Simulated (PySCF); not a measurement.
sulfur trioxide cation (O3S), SMILES O=S(=O)=O (connectivity only; charge and spin as stated), charge +1, multiplicity 2.

Geometry: PBE0-D3(BJ)/def2-TZVP. The geometry has at least one imaginary mode, so it is a saddle point at that level. The multiplicity is an assumed one; other spin states were not compared.

Computed with PBE0-D3(BJ)/def2-TZVP (PySCF).

Frequencies are harmonic and unscaled.

```json
[
 {"mode": "1", "ν (cm⁻¹)": "150i", "IR (km/mol)": "12.7", "moving atoms (share of kinetic energy)": "O 68 %, S 32 %"},
 {"mode": "2", "ν (cm⁻¹)": "137i", "IR (km/mol)": "14.9", "moving atoms (share of kinetic energy)": "O 69 %, S 31 %"},
 {"mode": "3", "ν (cm⁻¹)": "446", "IR (km/mol)": "28.0", "moving atoms (share of kinetic energy)": "S 60 %, O 40 %"},
 {"mode": "4", "ν (cm⁻¹)": "1097", "IR (km/mol)": "0.0", "moving atoms (share of kinetic energy)": "O 100 %"},
 {"mode": "5", "ν (cm⁻¹)": "1116", "IR (km/mol)": "79.7", "moving atoms (share of kinetic energy)": "O 72 %, S 28 %"},
 {"mode": "6", "ν (cm⁻¹)": "1123", "IR (km/mol)": "94.1", "moving atoms (share of kinetic energy)": "O 71 %, S 29 %"}
]
```
